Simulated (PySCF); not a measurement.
Molecule: sum formula IrO3H3, net charge 0, singlet state. 
Structure (B3LYP-D3(BJ)/def2-TZVP (Ansatz) minimum search):
SMILES: [OH][Ir]([OH])[OH]
```xyz
7

Ir     0.0011     0.0000    -0.0093
O      1.8131    -0.3579    -0.0118
H      2.1027    -0.5726     0.8919
O     -0.5952     1.7108     0.3565
H     -0.6566     2.2027    -0.4815
O     -1.2198    -1.3393    -0.3656
H     -1.5124    -1.7425     0.4701
```
Charge 0, spin multiplicity 1.

Dispersion corrections to the total energy (kcal/mol) from the dftd3 and dftd4 libraries through PySCF: D3(BJ) without and D4 with the three-body term, each with the damping fitted for the functional named.

```
functional  D3(BJ)     D4
----------  ------  -----
B2GP-PLYP    -2.29      ?
BP86         -4.30  -3.63
B3LYP        -4.58  -4.35
PW6B95       -1.45  -2.49
PBE0             ?  -2.26
TPSS             ?  -3.59
PBE          -2.45  -2.68
```

Q: Fill in the missing entries.

A: 
- B2GP-PLYP, D4: -1.13
- PBE0, D3(BJ): -2.20
- TPSS, D3(BJ): -3.16
